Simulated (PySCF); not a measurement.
## Working out the ionisation energy of Fe

Fe [Ar] 3d6 4s2 (5D) → Fe⁺ [Ar] 3d6 4s1 (6D). All numbers are calculated (PySCF 2.14, the spin-free X2C one-electron Hamiltonian (Gaussian nucleus), in Sapporo-DKH3-DZP-2012 (6s4p3d1f, 40 functions)). Frozen: [Ar]. Energies in hartree (1 hartree = 27.21139 eV):

```
             part    Fe (lower)   Fe⁺ (upper)
              UHF  -1271.316878  -1271.079251
MP2 opposite-spin     -0.078878     -0.045096
    MP2 same-spin     -0.070274     -0.068792
```

Task: What does Hartree-Fock give?

Result: (-1271.079251) − (-1271.316878) = 0.237627 hartree = 6.466 eV.

Task: What do MP2 and SCS-MP2 (6/5 opposite-spin, 1/3 same-spin) give?

Result: The opposite-spin parts differ by 0.919 eV and the same-spin parts by 0.040 eV. MP2: 6.466 + (0.919) + (0.040) = 7.425 eV. SCS-MP2: 6.466 + 1.2 × (0.919) + (0.040)/3 = 7.582 eV.

Measured between the centres of the two terms (NIST): 7.904 eV, so MP2 (valence) is off by -0.479 eV.

A double-zeta basis recovers only part of the correlation energy.

What remains against the reference includes basis incompleteness, the frozen core and correlation beyond second order.
